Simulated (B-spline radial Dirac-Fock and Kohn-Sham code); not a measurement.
Elastic and transport cross sections of magnesium for electrons

Method: relativistic (Dirac) partial waves in the static field of the Dirac-Fock atom with Furness-McCarthy exchange, without polarisation or absorption potentials. Computed with a radial atomic solver. Below a few hundred eV the neglected polarisation potential matters, most of all at small angles. σ_tr1 and σ_tr2 weight the cross section with 1 − P₁ and 1 − P₂ of cos θ; "backward" is the share scattered beyond 90°.

| energy (eV) | σ (a₀²) | σ_tr1 (a₀²) | σ_tr2 (a₀²) | σ/σ_tr1 | backward (%) |
| --- | --- | --- | --- | --- | --- |
| 50 | 21.6 | 10.7 | 9.77 | 2.01 | 19 |
| 51.9 | 21.3 | 10.6 | 9.49 | 2.01 | 19 |
| 59.1 | 20.2 | 9.92 | 8.55 | 2.04 | 19 |
| 78.1 | 18.0 | 8.34 | 6.77 | 2.16 | 19 |
| 79.4 | 17.9 | 8.24 | 6.68 | 2.17 | 19 |
| 100 | 16.1 | 6.87 | 5.51 | 2.34 | 18 |
| 126 | 14.3 | 5.57 | 4.57 | 2.56 | 17 |
| 130 | 14.0 | 5.40 | 4.46 | 2.60 | 17 |
| 139 | 13.5 | 5.05 | 4.23 | 2.68 | 16 |
| 156 | 12.7 | 4.48 | 3.87 | 2.83 | 15 |
| 181 | 11.6 | 3.81 | 3.45 | 3.05 | 14 |
| 200 | 10.9 | 3.40 | 3.19 | 3.21 | 14 |
| 203 | 10.8 | 3.34 | 3.15 | 3.24 | 14 |
| 217 | 10.4 | 3.09 | 2.99 | 3.36 | 13 |
| 278 | 8.88 | 2.29 | 2.46 | 3.88 | 11 |
| 300 | 8.45 | 2.08 | 2.30 | 4.07 | 11 |
| 500 | 5.99 | 1.05 | 1.44 | 5.71 | 6.7 |
| 536 | 5.71 | 0.952 | 1.34 | 5.99 | 6.2 |
| 546 | 5.63 | 0.928 | 1.32 | 6.07 | 6.1 |
| 675 | ? | ? | ? | ? | ? |
| 879 | 4.02 | 0.465 | 0.774 | 8.64 | 3.5 |
| 1000 | 3.66 | 0.383 | 0.661 | 9.55 | 3.0 |

Q: Fill in the row for 675 eV.

A: σ = 4.86 a₀², σ_tr1 = 0.686 a₀², σ_tr2 = 1.05 a₀², σ/σ_tr1 = 7.08, backward 4.8 %. The ratio σ/σ_tr1 is roughly the number of elastic collisions that randomise the direction.
